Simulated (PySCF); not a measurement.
C6H6F4.
SMILES: `CC#CC[C@H](F)C(F)(F)F`

Method used: PySCF, TDDFT CAM-B3LYP/def2-SVPD, vertical, gas phase, core orbitals frozen in the response. One conformer (not necessarily the lowest) at the PBE0-D3(BJ)/def2-SVP geometry, without solvent, vibrations or thermal averaging. Torsions of this conformer, `[CH3:1][C:2]#[C:3][CH2:4][C@H:5]([F:6])[C:7]([F:8])([F:9])[F:10]`: C3–C4–C5–F6 -171°, C4–C5–C7–F8 51°.

Each state is given a Gaussian of 0.3 eV full width at half maximum, with ε(max) = 2.175×10⁸ f / Δν̃ (Δν̃ the width in cm⁻¹). The cross-section is σ = 3.8235×10⁻²¹ ε cm², given in Mb (10⁻¹⁸ cm²). The width is an assumption, not a result. The curve ends short of the highest state used, and states not computed would add to its high-energy end.

E (eV), σ (Mb) and a bar:
```
     6.00       0.00 
     6.04       0.00 
     6.08       0.00 
     6.12       0.00 
     6.16       0.00 
     6.20       0.01 
     6.24       0.01 
     6.28       0.02 
     6.32       0.03 
     6.36       0.05 
     6.40       0.08 
     6.44       0.13 #
     6.48       0.22 #
     6.52       0.37 ##
     6.56       0.58 ###
     6.60       0.86 ####
     6.64       1.19 #####
     6.68       1.51 #######
     6.72       1.78 ########
     6.76       1.96 #########
     6.80       2.09 #########
     6.84       2.23 ##########
     6.88       2.51 ###########
     6.92       3.03 #############
     6.96       3.80 #################
     7.00       4.76 #####################
     7.04       5.72 #########################
     7.09       6.57 #############################
     7.13       6.75 ##############################
     7.17       6.39 ############################
     7.21       5.56 #########################
     7.25       4.44 ####################
     7.29       3.24 ##############
     7.33       2.16 ##########
     7.37       1.32 ######
     7.41       0.73 ###
```

**Question.** Where are the band maxima, and which computed states make them?

**Answer.** 174 nm (7.12 eV), ε about 1800, made up of S4 (36%) and S5 (63%) (ε in L mol⁻¹ cm⁻¹; maxima over ε = 5, shares over 10%). The states used: S1 6.45 eV (f 0.0001); S2 6.74 eV (f 0.0037); S3 6.80 eV (f 0.0015); S4 7.06 eV (f 0.0080); S5 7.16 eV (f 0.013); S6 8.01 eV (f 0.0022).

**Question.** On this curve, what absorbance would a 10⁻³ mol/L sample give at 193 nm over a 1 cm path?

**Answer.** 193 nm is 6.424 eV, where ε is about 29 L mol⁻¹ cm⁻¹, so A = ε c l ≈ 0.029 (Beer–Lambert, with the gas-phase spectrum and the assumed width).

**Question.** Coming from long wavelengths, where does ε first pass 100 L mol⁻¹ cm⁻¹?

**Answer.** At about 190 nm (6.52 eV), 0.08 eV above S1.

**Question.** What would ε be at 7.12 eV, the highest of these maxima, with half the width (0.15 eV)?

**Answer.** About 2850 L mol⁻¹ cm⁻¹ against 1770, a factor of about 1.6; a lone state at its own centre would give exactly 2.
